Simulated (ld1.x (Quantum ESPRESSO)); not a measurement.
Reading a pseudo-wave (Zn (Z = 30))

Columns: radius, all-electron u(r) and pseudo u(r) of the 4p shell (level -1.12 eV) of zinc in the configuration [Ar] 3d10 4s2 4p0; PBE, scalar-relativistic, PAW scheme, ld1.x (Quantum ESPRESSO) 7.5.

```json
{"r (bohr)": "0.198", "all-electron": "0.0469", "pseudo": "0.0064"}
{"r (bohr)": "0.395", "all-electron": "-0.1277", "pseudo": "0.0252"}
{"r (bohr)": "0.593", "all-electron": "-0.1481", "pseudo": "0.0554"}
{"r (bohr)": "0.790", "all-electron": "-0.0694", "pseudo": "0.0948"}
{"r (bohr)": "0.988", "all-electron": "0.0357", "pseudo": "0.1414"}
{"r (bohr)": "1.185", "all-electron": "0.1357", "pseudo": "0.1921"}
{"r (bohr)": "1.383", "all-electron": "0.2219", "pseudo": "0.2446"}
{"r (bohr)": "1.580", "all-electron": "0.2923", "pseudo": "0.2955"}
{"r (bohr)": "1.778", "all-electron": "0.3488", "pseudo": "0.3431"}
{"r (bohr)": "1.975", "all-electron": "0.3926", "pseudo": "0.3849"}
{"r (bohr)": "2.173", "all-electron": "0.4260", "pseudo": "0.4198"}
{"r (bohr)": "2.370", "all-electron": "0.4502", "pseudo": "0.4470"}
{"r (bohr)": "2.568", "all-electron": "0.4669", "pseudo": "0.4664"}
{"r (bohr)": "2.765", "all-electron": "0.4771", "pseudo": "0.4784"}
{"r (bohr)": "2.963", "all-electron": "0.4820", "pseudo": "0.4840"}
{"r (bohr)": "3.160", "all-electron": "0.4825", "pseudo": "0.4843"}
{"r (bohr)": "3.358", "all-electron": "0.4794", "pseudo": "0.4805"}
{"r (bohr)": "3.555", "all-electron": "0.4735", "pseudo": "0.4739"}
{"r (bohr)": "3.753", "all-electron": "0.4653", "pseudo": "0.4654"}
{"r (bohr)": "3.950", "all-electron": "0.4554", "pseudo": "0.4554"}
{"r (bohr)": "4.148", "all-electron": "0.4442", "pseudo": "0.4442"}
{"r (bohr)": "4.345", "all-electron": "0.4320", "pseudo": "0.4320"}
{"r (bohr)": "4.542", "all-electron": "0.4190", "pseudo": "0.4190"}
{"r (bohr)": "4.740", "all-electron": "0.4054", "pseudo": "0.4054"}
{"r (bohr)": "4.938", "all-electron": "0.3914", "pseudo": "0.3914"}
{"r (bohr)": "5.135", "all-electron": "0.3772", "pseudo": "0.3772"}
```

(1) How many radial nodes do the two functions have?

(2) At about which radius was the pseudo-wave matched?

(3) Where does each function peak?

(4) Is the pseudo-wave norm-conserving?

Answers

(1) The all-electron 4p function has n − l − 1 = 2; the pseudo-wave has 0, since the states of the same l below it are removed with the core.

(2) 3.95 bohr. The columns agree to 0.0005 from 3.56 bohr on; several derivatives are matched, so the curves merge somewhat inside the radius.

(3) Outermost all-electron maximum near 3.16 bohr, pseudo maximum near 3.16 bohr (to the table’s step).

(4) No, it belongs to a PAW set: the norm inside the radius is not constrained, and the difference is carried by the augmentation charge.
